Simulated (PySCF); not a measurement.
hydrogen fluoride (HF), SMILES F. Atoms are numbered in the order given.

```xyz
2

F      0.0000     0.0000    -0.0921
H      0.0000     0.0000     0.8289
```

The structure is a stationary point at PBE0-D3(BJ)/def2-TZVPD.

Level of theory: PySCF with B3LYP/pcJ-2.

Isotropic couplings with Fermi-contact, spin-dipole and both spin-orbit terms, one fixed conformer, no vibrational averaging. Isotopes: 19F, 1H.

Computed spin–spin coupling constants:
| pair | bonds apart | J (Hz) |
|---|---|---|
| F1–H2 | 1 | 414.3 |
